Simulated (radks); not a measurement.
Task: Co, 27 electrons, occupied as [Ar] 3d7 4s2 (the NIST ground configuration). All-electron calculation, scalar-relativistic Kohn-Sham, Slater X-alpha with alpha = 1.045, spin-polarised, spherical densities, point nucleus; open shells are filled with parallel spins first. Program: a radial shooting solver on a logarithmic mesh with Libxc functionals. Some entries of the table are withheld. Estimate them.

orbital  occ.  eigenvalue (hartree)  <r^2> (bohr^2)
1s up       1             -282.8185        0.004213
1s down     1             -282.8175        0.004213
2s up       1             -34.07622         0.07577
2s down     1             -33.96020         0.07546
2p up       3             -29.45311         0.06066
2p down     3             -29.36451         0.06035
3s up       1              -4.14388          0.6675
3s down     1              -3.91716          0.6758
3p up       3              -2.78539          0.7441
3p down     3              -2.56402          0.7600
3d up       5              -0.59656             (1)
3d down     2              -0.39484             (2)
4s up       1              -0.28134             (3)
4s down     1              -0.24455             (4)

Result: 
(1) 3d up <r^2> (bohr^2): 1.174
(2) 3d down <r^2> (bohr^2): 1.405
(3) 4s up <r^2> (bohr^2): 7.750
(4) 4s down <r^2> (bohr^2): 8.948
